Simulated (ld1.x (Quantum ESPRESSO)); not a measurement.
# oxygen (O): one change to a TM potential, before and after

- Element: O (Z = 8)
- Generator: ld1.x (Quantum ESPRESSO) 7.5
- Type: norm-conserving Troullier–Martins (Kleinman–Bylander form)
- Functional: BP86
- Relativity: non-relativistic
- Frozen core: [He]
- Valence charge: 6
- Reference configuration: 2s1 2p5
- Partial waves: 2s (bound): rc 0.80 bohr; 2p (bound): rc 1.75 bohr
- Local potential: the p channel
- Core correction: none

Change: core correction a·sin(br)/r model core inside 0.86 bohr.

Cutoffs: the cutoffs (Ry, on a coarse ladder) from which the occupation-weighted sum of valence levels, in a spherical-Bessel basis at the reference potential, stays within 10 and 1 mRy of its value at 400 Ry; they do not see the model core or the augmentation charge, which bear on the density cutoff. Errors are all-electron minus pseudo energies relative to the spin-unpolarised reference configuration.

Q: Predict the effect on cutoff, ghosts and configuration errors.

A: The potential gets neither clearly harder nor softer (70 Ry and 180 Ry → 70 Ry and 180 Ry); the errors of the 7 common tests hardly move; neither file shows a bound ghost. A model core, the more so a compact one, raises the density cutoff, which this test does not measure.

| quantity | base | changed |
| --- | --- | --- |
| cutoff, loose | 70 Ry | 70 Ry |
| cutoff, tight | 180 Ry | 180 Ry |
| bound ghosts | none | none |
| error for 2s2 2p4, meV [ΔE -14.89 eV] | +4.4 | +4.3 |
| error for 2s2 2p3, meV [ΔE 1.64 eV] | +125 | +125 |
| error for 2s2 2p2, meV [ΔE 35.31 eV] | +542 | +541 |
| error for 2s1 2p4, meV [ΔE 16.82 eV] | -19 | -19 |
| error for 2s2 2p0, meV [ΔE 166.16 eV] | +4800 | +4793 |
| error for 2s2 2p4.3, meV [ΔE -17.05 eV] | -16 | -16 |
| error for 2s2 2p3.5, meV [ΔE -8.56 eV] | +50 | +50 |
| s: phases at 1.90 bohr within 0.05 rad from the reference energy up to (Ry; the scan ends near 5) | 1.6 | 1.6 |
| p: phases at 1.90 bohr within 0.05 rad from the reference energy up to (Ry; the scan ends near 5) | 1.5 | 1.5 |
